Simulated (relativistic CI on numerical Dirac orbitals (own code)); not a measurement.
Ce6+: sensitivity of the levels to the model

Base calculation: Dirac-Coulomb-Breit CI, KLI orbitals optimised for each configuration, a model potential for QED, unscaled Slater integrals.

Configuration list (outside the closed core [Kr] 4d10): 5s²5p⁴, 5s²5p³4f, 5s5p⁵, 5s²5p³5d, 5p⁶, 5s²5p²4f5d, 5s5p⁴5d, 5s5p⁴4f, 5s²5p³5f, 5s5p³4f², 5s²5p³5g, 5s²5p³6s, 5p⁵4f, 5s²5p³6p, 5s5p⁴5f, 5s²5p²4f6s, 5s5p⁴5g, 5s²5p³6d, 5p⁵5d, 5s²5p²4f5g, 5p⁵6s, 5s5p³5d², 5s²5p²5d5f, 5s²5p³7s, 5s5p³4f5f, 5p⁴4f5d, 5s5p⁴6s, 5s²5p³7p, 5s²5p²4f², 5s²5p4f³, 5s²5p4f²5d, 5s5p²4f²5d, 5s5p²4f³, 5s²5p4f²5f. Double excitations out of closed p, d and f shells are left out; levels of such configurations are missing from the list, as are those of other unlisted configurations, and high levels can miss mixing partners.

The lowest level and the first level of each name with at least 55 % of one term (blank where a level has no safe partner in the second run):

| Level | Base (cm⁻¹) | Shift (cm⁻¹) |
| --- | --- | --- |
| 5s²5p⁴ ³P2 | 0.0 | 0.0 |
| 5s²5p⁴ ³P0 | 16394.8 | -8.4 |
| 5s²5p⁴ ³P1 | 24070.3 | -8.0 |
| 5s²5p⁴ ¹D2 | 34048.2 | -61.8 |
| 5s²5p⁴ ¹S0 | 73284.8 | -30.3 |
| 5s²5p³4f ⁵F4 | 88907.2 | -1837.8 |
| 5s²5p³4f ⁵F2 | 89874.4 | -1825.2 |
| 5s²5p³4f ⁵F1 | 90462.3 | -1832.7 |
| 5s²5p³4f ⁵F5 | 91864.9 | -1834.7 |
| 5s²5p³4f ³F4 | 103402.0 | -1843.2 |
| 5s²5p³4f ³F2 | 103802.0 | -1826.2 |
| 5s²5p³4f ¹P1 | 118425.0 | -1859.6 |
| 5s²5p³4f ³G5 | 123777.5 | -1890.0 |
| 5s²5p³4f ¹H5 | 125484.4 | -1871.1 |

At this charge configurations can still be misplaced by up to about 7 % of their energy. Levels and lines within the n = 5 or 6 shells can be off by up to 10 % or somewhat more, and those that change n by about 2 %, since core polarisation is missing. Levels that differ in their count of f electrons can be misplaced by several ten thousand cm⁻¹, since the correlation energy of f electrons is missing or only estimated; rates across such gaps can be off by orders of magnitude.

Task: One thing was changed in a second run, which moved the levels as shown. Which?
A. Breit term removed
B. only the first 3 configurations
C. P86 correlation estimate
D. QED terms removed
E. configuration mixing switched off

Result: C. P86 correlation estimate. A correlation estimate moves all levels of a configuration together before mixing; mixed levels move by a weighted share.

LS names give the leading component of a level, which can be under half, so a name can repeat, a term be missing and a line seem to break the LS rules.
